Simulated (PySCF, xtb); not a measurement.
Te(Cl)(Me) (CH3ClTe), SMILES C[Te]Cl.

Harmonic wavenumbers (cm⁻¹) from GFN2-xTB (xtb) at its own minimum, in rising order: 109, 145, 361, 547, 804, 847, 1282, 1451, 1458, 3056, 3069, 3081.

**Question.** What does PBE-D3(BJ)/def2-SVP run with PySCF 2.14.0 give at its own minimum? (Estimate from the structure and the level; the computed values follow.)

**Answer.** 100, 140, 352, 508, 792, 812, 1186, 1363, 1388, 2990, 3109, 3135. Paired by order, the mean absolute difference is 44 cm⁻¹ and the zero-point energies are 23.2 and 22.7 kcal/mol.
